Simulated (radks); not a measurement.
Problem. Method: scalar-relativistic Kohn-Sham, LDA (Slater exchange, VWN5 correlation), spin-polarised, spherical densities, finite nucleus; open shells are filled with parallel spins first (spin-orbit coupling, left out, can overturn this in heavy ions); Fermi nuclear charge, rms radius of each element as measured or else 0.836 A^(1/3) + 0.57 fm; computed with a radial shooting solver on a logarithmic mesh with Libxc functionals. Response by self-consistent Sternheimer equations with the Hartree and adiabatic LDA kernel, the relativistic mass of each level held fixed and spin-orbit coupling left out. For heavy and open-shell atoms this level of theory can miss by tens of per cent. Estimate the static dipole polarisabilities of Pd ([Kr] 4d10) and Tl ([Hg] 6p1) and the C6 coefficients of the three pairs.

Solution. alpha = 30.04 and 78.46 bohr^3; C6 = 218.6 (Pd-Pd), 405.1 (Pd-Tl), 796.1 (Tl-Tl) hartree bohr^6.
